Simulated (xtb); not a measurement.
Se(H)(OSiH3) (H4OSeSi), SMILES [SiH3]O[SeH]. All values are semi-empirical tight-binding results from xtb (GFN2-xTB unless named), good for trends rather than for accurate numbers. Geometry optimised at GFN2-xTB. One conformer was computed; it need not be the lowest.

Optimised geometry:

Bond lengths (Å): Se1–H2 1.461, Se1–O3 1.820, O3–Si4 1.639, Si4–H5 1.465, Si4–H6 1.456, Si4–H7 1.462. Bond angles (°): H2–Se1–O3 94.6, Se1–O3–Si4 131.6, O3–Si4–H5 110.0, O3–Si4–H6 97.1, O3–Si4–H7 110.7, H5–Si4–H6 114.2, H5–Si4–H7 109.4, H6–Si4–H7 114.8.
Charge 0, spin multiplicity 1.

Computed properties:
```json
{
  "orbital_gap": "2.87 eV",
  "zero_point_energy": "21.0 kcal/mol",
  "G − E(el) at 298.15 K (modified RRHO)": "2.0 kcal/mol",
  "static polarisability (D4 model)": "64.3 bohr³",
  "solvation energy, GFN2-xTB/ALPB(water)": "0.4 kcal/mol",
  "solvation energy, GFN2-xTB/ALPB(hexane)": "-1.6 kcal/mol"
}
```

Computed atomic charges and the Wiberg bond orders between heavy atoms:
charges (e) Se1 0.01, H2 0.11, O3 -0.39, Si4 0.52, H5 -0.09, H6 -0.07, H7 -0.08. Bond orders Se1–O3 1.15, O3–Si4 1.05.
